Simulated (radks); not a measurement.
Task: These are the eigenvalues of the occupied orbitals of an atom or ion with whole-number occupations (Ry). Method: scalar-relativistic Kohn-Sham, SCAN, spin-polarised, spherical densities, finite nucleus; meta-GGA in the generalised Kohn-Sham scheme; Fermi nuclear charge, rms radius of each element as measured or else 0.836 A^(1/3) + 0.57 fm; computed with a radial shooting solver on a logarithmic mesh with Libxc functionals.

1s up: -6670.610
1s down: -6670.609
2s up: -1203.061
2s down: -1203.042
2p up: -1029.501
2p down: -1029.482
3s up: -293.6271
3s down: -293.5510
3p up: -243.7796
3p down: -243.6954
3d up: -193.5223
3d down: -193.4441
4s up: -69.86602
4s down: -69.70193
4p up: -53.39476
4p down: -53.24089
4d up: -34.50379
4d down: -34.35057
4f up: -13.82903
4f down: -13.66640
5s up: -13.51066
5s down: -13.28736
5p up: -8.73898
5p down: -8.51381
5d up: -3.23069
5d down: -3.05601
6s up: -1.55054
6s down: -1.53088
6p up: -0.58569
6p down: -0.56735

Which element is it, and in what charge state? The configuration may be excited. Open shells, if any, are filled with parallel spins first.

Result: Z = 83, bismuth, charge 0: Bi in [Xe] 4f13 5d8 6s2 6p6. The list shows which subshells hold electrons but not how many an open one holds; the 1s level, -3335.3 hartree, gives Z - s = 81.7 by -(Z - s)^2/2, which with screening and relativity narrows Z to a few neighbours, and the depths of the outer levels then fix element, charge and occupations together.
